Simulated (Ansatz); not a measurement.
1,1,2,2-tetrafluoroethane (C2H2F4), SMILES FC(F)C(F)F.

Coordinates come from a B3LYP-D3(BJ)/def2-SVP optimisation. Other conformers were not sampled.

Two levels are set side by side: PBE/def2-SVPD (Ansatz, a program for electronic structure) and CAM-B3LYP/def2-SVPD (Ansatz). Energy differences of separate SCF runs at the same geometry; the states with an electron removed or added have multiplicity 2 and 2. Differences are taken from unrounded values.

| quantity | CAM-B3LYP |
|---|---|
| vertical ionisation energy (eV) | 12.89 |
| vertical singlet–triplet gap (eV) | 9.27 |

What does PBE give, and how far is it from CAM-B3LYP? (The exact figures need the calculation; the answer reports its results.)


```
quantity                             PBE  PBE minus CAM-B3LYP
---------------------------------  -----  -------------------
vertical ionisation energy (eV)    11.81                -1.07
vertical singlet–triplet gap (eV)   8.08                -1.18
```
